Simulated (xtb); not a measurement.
xtb input (GFN2-xTB):

```bash
xtb mol.xyz --gfn 2 --sp --chrg 1 --uhf 0
```
mol.xyz:
```
2

C     -0.00000000    -0.00000000    -0.76527862
F      0.00000000     0.00000000     0.51018575
```

Output:

```
           -------------------------------------------------
          |                Calculation Setup                |
           -------------------------------------------------

           -------------------------------------------------
          |                 G F N 2 - x T B                 |
           -------------------------------------------------

        Reference                      10.1021/acs.jctc.8b01176
      * Hamiltonian:
        H0-scaling (s, p, d)           1.850000    2.230000    2.230000
        zeta-weighting                 0.500000
      * Dispersion:
        s8                             2.700000
        a1                             0.520000
        a2                             5.000000
        s9                             5.000000
      * Repulsion:
        kExp                           1.500000    1.000000
        rExp                           1.000000
      * Coulomb:
        alpha                          2.000000
        third order                    shell-resolved
        anisotropic                    true
        a3                             3.000000
        a5                             4.000000
        cn-shift                       1.200000
        cn-exp                         4.000000
        max-rad                        5.000000

          ...................................................
          :                      SETUP                      :
          :.................................................:
          :  # basis functions                   8          :
          :  # atomic orbitals                   8          :
          :  # shells                            4          :
          :  # electrons                        10          :
          :  max. iterations                   250          :
          :  Hamiltonian                  GFN2-xTB          :
          :  restarted?                      false          :
          :  GBSA solvation                  false          :
          :  PC potential                    false          :
          :  electronic temp.          300.0000000     K    :
          :  accuracy                    1.0000000          :
          :  -> integral cutoff          0.2500000E+02      :
          :  -> integral neglect         0.1000000E-07      :
          :  -> SCF convergence          0.1000000E-05 Eh   :
          :  -> wf. convergence          0.1000000E-03 e    :
          :  Broyden damping             0.4000000          :
          :  net charge                          1          :
          :  unpaired electrons                  0          :
          ...................................................

 iter      E             dE          RMSdq      gap      omega  full diag
   1     -6.0093967 -0.600940E+01  0.132E+01    3.22       0.0  T
   2     -5.9708133  0.385834E-01  0.102E+01    2.74       1.0  T
   3     -5.8832781  0.875352E-01  0.794E+00    2.80       1.0  T
   4     -6.0389048 -0.155627E+00  0.135E+00    2.78       1.0  T
   5     -6.0430174 -0.411259E-02  0.350E-01    2.79       1.0  T
   6     -6.0430316 -0.141844E-04  0.221E-01    2.79       1.0  T
   7     -6.0431673 -0.135702E-03  0.556E-02    2.79       1.3  T
   8     -6.0431734 -0.614336E-05  0.367E-03    2.80      19.3  T
   9     -6.0431734  0.137088E-07  0.305E-03    2.80      23.1  T
  10     -6.0431734 -0.181084E-07  0.136E-03    2.80      52.0  T
  11     -6.0431734 -0.302525E-08  0.594E-05    2.80    1189.9  T
  12     -6.0431734 -0.723510E-11  0.479E-06    2.80   14763.4  T

   *** convergence criteria satisfied after 12 iterations ***

         #    Occupation            Energy/Eh            Energy/eV
      -------------------------------------------------------------
         1        2.0000           -1.3658573             -37.1669
         2        2.0000           -1.1303217             -30.7576
         3        2.0000           -1.0909043             -29.6850
         4        2.0000           -1.0909043             -29.6850
         5        2.0000           -0.9865528             -26.8455 (HOMO)
         6                         -0.8838130             -24.0498 (LUMO)
         7                         -0.8838130             -24.0498
         8                         -0.2885382              -7.8515
      -------------------------------------------------------------
                  HL-Gap            0.1027398 Eh            2.7957 eV
             Fermi-level           -0.9351829 Eh          -25.4476 eV

 SCC (total)                   0 d,  0 h,  0 min,  0.002 sec
 SCC setup                      ...        0 min,  0.000 sec (  5.612%)
 Dispersion                     ...        0 min,  0.000 sec (  1.546%)
 classical contributions        ...        0 min,  0.000 sec (  1.704%)
 integral evaluation            ...        0 min,  0.000 sec (  8.789%)
 iterations                     ...        0 min,  0.001 sec ( 64.910%)
 molecular gradient             ...        0 min,  0.000 sec ( 10.091%)
 printout                       ...        0 min,  0.000 sec (  6.740%)

         :::::::::::::::::::::::::::::::::::::::::::::::::::::
         ::                     SUMMARY                     ::
         :::::::::::::::::::::::::::::::::::::::::::::::::::::
         :: total energy              -6.024716500097 Eh    ::
         :: gradient norm              0.253202143678 Eh/a0 ::
         :: HOMO-LUMO gap              2.795692441879 eV    ::
         ::.................................................::
         :: SCC energy                -6.043173449547 Eh    ::
         :: -> isotropic ES            0.265527955055 Eh    ::
         :: -> anisotropic ES         -0.001928884339 Eh    ::
         :: -> anisotropic XC          0.003631205201 Eh    ::
         :: -> dispersion             -0.000136664025 Eh    ::
         :: repulsion energy           0.018456949451 Eh    ::
         :: add. restraining           0.000000000000 Eh    ::
         :: total charge               1.000000000000 e     ::
         :::::::::::::::::::::::::::::::::::::::::::::::::::::

           -------------------------------------------------
          |                Property Printout                |
           -------------------------------------------------

    * Orbital Energies and Occupations

         #    Occupation            Energy/Eh            Energy/eV
      -------------------------------------------------------------
         1        2.0000           -1.3658573             -37.1669
         2        2.0000           -1.1303217             -30.7576
         3        2.0000           -1.0909043             -29.6850
         4        2.0000           -1.0909043             -29.6850
         5        2.0000           -0.9865528             -26.8455 (HOMO)
         6                         -0.8838130             -24.0498 (LUMO)
         7                         -0.8838130             -24.0498
         8                         -0.2885382              -7.8515
      -------------------------------------------------------------
                  HL-Gap            0.1027398 Eh            2.7957 eV
             Fermi-level           -0.9351829 Eh          -25.4476 eV

     #   Z          covCN         q      C6AA      α(0)
     1   6 C        0.785     0.482    23.488     8.058
     2   9 F        0.785     0.518     5.918     2.874

 Mol. C6AA /au·bohr⁶  :         51.919182
 Mol. C8AA /au·bohr⁸  :       1281.403898
 Mol. α(0) /au        :         10.931577

Wiberg/Mayer (AO) data.
largest (>0.10) Wiberg bond orders for each atom

 ---------------------------------------------------------------------------
     #   Z sym  total        # sym  WBO       # sym  WBO       # sym  WBO
 ---------------------------------------------------------------------------
Note: The following floating-point exceptions are signalling: IEEE_DENORMAL
normal termination of xtb
     1   6 C    2.233 --     2 F    2.233
     2   9 F    2.233 --     1 C    2.233
 ---------------------------------------------------------------------------

Topologies differ in total number of bonds
Writing topology from bond orders to xtbtopo.mol

molecular dipole:
                 x           y           z       tot (Debye)
 q only:        0.000       0.000      -0.198
   full:       -0.000       0.000       0.148       0.377
molecular quadrupole (traceless):
                xx          xy          yy          xz          yz          zz
 q only:       -0.745       0.000      -0.745       0.000       0.000       1.490
  q+dip:       -0.209       0.000      -0.209       0.000      -0.000       0.418
   full:        0.592       0.000       0.592       0.000      -0.000      -1.185

           -------------------------------------------------
          | TOTAL ENERGY               -6.024716500097 Eh   |
          | GRADIENT NORM               0.253202143678 Eh/α |
          | HOMO-LUMO GAP               2.795692441879 eV   |
           -------------------------------------------------

------------------------------------------------------------------------
------------------------------------------------------------------------
 total:
 SCF:
```

This state (charge 1, singlet) is run at the relaxed geometry of the species with charge 0 and multiplicity 2.
